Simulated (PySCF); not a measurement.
# RbGe: frontier orbitals

r²SCAN at R = 3.263 Å; basis Rb def2-SVP with ECP28, Ge def2-SVP; scalar-relativistic core potentials; PySCF 2.14. State: ⁴Σ⁻ (quartet), unpaired electrons σ ↑, π ↑↑. Only the outer orbitals are listed, counted within each symmetry, core potentials removing the inner ones.

```json
{"spin": "α", "orbital": "4π", "occ.": "1", "ε (eV)": "-17.30", "on Rb (%)": "100", "main shells (%)": "100 Rb p"}
{"spin": "α", "orbital": "4π", "occ.": "1", "ε (eV)": "-17.30", "on Rb (%)": "100", "main shells (%)": "100 Rb p"}
{"spin": "α", "orbital": "8σ", "occ.": "1", "ε (eV)": "-17.22", "on Rb (%)": "99", "main shells (%)": "99 Rb p"}
{"spin": "α", "orbital": "9σ", "occ.": "1", "ε (eV)": "-10.34", "on Rb (%)": "3", "main shells (%)": "97 Ge s"}
{"spin": "α", "orbital": "10σ", "occ.": "1", "ε (eV)": "-3.34", "on Rb (%)": "18", "main shells (%)": "81 Ge p, 17 Rb s"}
{"spin": "α", "orbital": "5π", "occ.": "1", "ε (eV)": "-3.03", "on Rb (%)": "11", "main shells (%)": "89 Ge p"}
{"spin": "α", "orbital": "5π", "occ.": "1", "ε (eV)": "-3.03", "on Rb (%)": "11", "main shells (%)": "89 Ge p"}
{"spin": "α", "orbital": "11σ", "occ.": "0", "ε (eV)": "-1.60", "on Rb (%)": "89", "main shells (%)": "75 Rb s, 13 Rb p, 12 Ge p"}
{"spin": "α", "orbital": "6π", "occ.": "0", "ε (eV)": "-0.36", "on Rb (%)": "99", "main shells (%)": "85 Rb p, 14 Rb d"}
{"spin": "α", "orbital": "6π", "occ.": "0", "ε (eV)": "-0.36", "on Rb (%)": "99", "main shells (%)": "85 Rb p, 14 Rb d"}
{"spin": "β", "orbital": "4π", "occ.": "1", "ε (eV)": "-17.26", "on Rb (%)": "100", "main shells (%)": "100 Rb p"}
{"spin": "β", "orbital": "4π", "occ.": "1", "ε (eV)": "-17.26", "on Rb (%)": "100", "main shells (%)": "100 Rb p"}
{"spin": "β", "orbital": "8σ", "occ.": "1", "ε (eV)": "-17.14", "on Rb (%)": "100", "main shells (%)": "100 Rb p"}
{"spin": "β", "orbital": "9σ", "occ.": "1", "ε (eV)": "-7.98", "on Rb (%)": "4", "main shells (%)": "96 Ge s"}
{"spin": "β", "orbital": "10σ", "occ.": "0", "ε (eV)": "-1.33", "on Rb (%)": "78", "main shells (%)": "69 Rb s, 21 Ge p, 8 Rb p"}
{"spin": "β", "orbital": "5π", "occ.": "0", "ε (eV)": "-0.39", "on Rb (%)": "18", "main shells (%)": "82 Ge p, 14 Rb p"}
{"spin": "β", "orbital": "5π", "occ.": "0", "ε (eV)": "-0.39", "on Rb (%)": "18", "main shells (%)": "82 Ge p, 14 Rb p"}
```

Which are the highest filled and the lowest empty level, where do they sit, and how wide is the gap?

Highest filled α 5π at -3.03 eV (in %: 89 Ge p); lowest empty α 11σ at -1.60 eV (in %: 75 Rb s, 13 Rb p, 12 Ge p); the gap at r²SCAN is 1.43 eV.

| Property | Result |
| --- | --- |
| bond order (Mayer) | 0.79 |
| ⟨S²⟩ | 3.751 |
| charge on Rb (Mulliken, basis-dependent) | 0.55 |
| charge on Rb (Löwdin, basis-dependent) | 0.31 |
| dipole moment (positive dipole means Rb(−)Ge(+)) | -10.50 D |

Spin–orbit coupling is left out. The state is the lowest determinant that a PBE0 search found; another state may lie lower at other levels.
